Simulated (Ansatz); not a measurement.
C4H3F7 can be A, `FC(F)[C@H](F)[C@@H](F)C(F)(F)F`, or B, `FC(F)C(F)C(F)(F)C(F)F`.

Program: Ansatz. Geometries: PBE0-D4/def2-TZVP. ΔE: electronic, gas phase. CBS: MP2 limit from def2 TZ/QZ plus the TZ coupled-cluster correction, frozen cores. DFT in def2-TZVPP. One conformer a species, not always the lowest.

Question: Which isomer does CCSD(T)/CBS put lower? Give the gap. (Best estimate.)

Answer: Computed: A, by 31.8 kJ/mol.

Question: Give E(B) − E(A) in kJ/mol with CCSD/def2-TZVPP, PBE0-D4, LDA (SPW92), CCSD(T)/def2-SVP, HF/def2-TZVPP, ωB97M-V, r2SCAN-D4. (An estimate is asked.)

Answer: The calculation gave: CCSD/def2-TZVPP 33.5, PBE0-D4 33.8, LDA (SPW92) 33.0, CCSD(T)/def2-SVP 37.0, HF/def2-TZVPP 36.5, ωB97M-V 32.3, r2SCAN-D4 32.9. None reverses the order clearly.

Question: Does the order hold for the free energy at 298.15 K (harmonic terms from PBE0-D4)? (Estimate.)

Answer: Computed: Yes: G(B) − G(A) = +32.5 kJ/mol, for one conformer each. Modes under 60 cm⁻¹, often nearly free rotors, make the harmonic entropy too high.

Largest T1 diagnostic: 0.012.

From BLYP to BHLYP (50 % exact exchange), in def2-TZVPP and without D4, E(B) − E(A) moves by +4.2 kJ/mol. At CCSD(T), def2-SVP lies +5.2 kJ/mol from the extrapolated value and def2-TZVPP +1.0 kJ/mol.
